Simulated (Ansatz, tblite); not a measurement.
Forces on YCu₄⁺ at its r2SCAN-D4/def2-SVP geometry. The state is a singlet with charge 1.

In the def2 sets Y takes a core potential; there is no spin–orbit coupling. The xTB rows come from tblite. The restricted singlet is unstable towards broken spin symmetry in Hartree–Fock (as tested in another run); at PBE-D4/def2-TZVP this wasn't settled. No other spin state of charge 1 was run. Another isomer (singlet) lies 0.06 eV lower at PBE-D4/def2-SVP; other spin states weren't run for this one.

GFN1-xTB (tblite), largest force 1.32 eV/Å:

```xyz
5
positions Å, forces eV/Å
Y     0.911    0.332    0.699    1.003    0.373    0.769
Cu   -1.080   -0.019    2.459    0.310    0.146    0.524
Cu    2.006    0.368   -1.748    0.578    0.180    0.158
Cu   -1.594   -0.425    0.217   -1.205   -0.382   -0.371
Cu   -0.243   -0.256   -1.626   -0.685   -0.317   -1.080
```

GFN2-xTB (tblite), largest force 2.32 eV/Å:

```
Y 1.765 0.654 1.354
Cu 0.340 0.105 0.102
Cu 0.191 0.087 0.305
Cu -1.547 -0.473 -0.337
Cu -0.749 -0.373 -1.425
```

PBE-D4/def2-TZVP (Ansatz), largest force 0.55 eV/Å:

```
Y 0.289 0.106 0.222
Cu -0.062 0.046 0.544
Cu 0.493 0.115 -0.213
Cu -0.491 -0.150 -0.097
Cu -0.228 -0.117 -0.455
```
